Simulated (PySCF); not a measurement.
A calculated (BP86, PySCF 2.14, aug-cc-pVDZ-DK, the spin-free X2C one-electron Hamiltonian (Gaussian nucleus)) atom or ion has these occupied shells.

```tsv
shell	electrons	orbital energy (eV)	rms radius, mean of both spins (bohr)
1s α	1	-534.43	0.231
1s β	1	-532.34	0.231
2s α	1	-41.738	1.20
2s β	1	-36.071	1.20
2p α	3	-26.424	1.23
```

(1) Name the element and its charge.

Results:

(1) O⁺ (oxygen, charge +1), in [He] 2s2 2p3, high-spin 4S determinant.
